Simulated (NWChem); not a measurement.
# InHOI2; SMILES [OH][In]([I])[I]

```xyz
5

In     0.7149     0.0093     0.0000
I     -0.5619    -2.3275     0.0000
I     -0.5649     2.3257     0.0000
O      2.7008     0.0586     0.0000
H      3.0842    -0.8276     0.0000
```
Atoms are numbered in this order, from 1.

Results from NWChem. Medium grid unless said otherwise, to which SCAN and Minnesota functionals are sensitive. Coordinates come from a PBE0/def2-SVP optimisation. def2 effective core potentials on In, I; no spin-orbit coupling.

Question: Among these, which level gives the highest value of “orbital gap (eV)”?
A. PBE/def2-SVP
B. B3LYP/def2-SVP
C. LRC-wPBEh/def2-SVP
D. M05-2X/def2-SVP

Answer: C, LRC-wPBEh/def2-SVP. Values: PBE/def2-SVP 3.16; B3LYP/def2-SVP 4.56; M05-2X/def2-SVP 7.25; LRC-wPBEh/def2-SVP 8.47
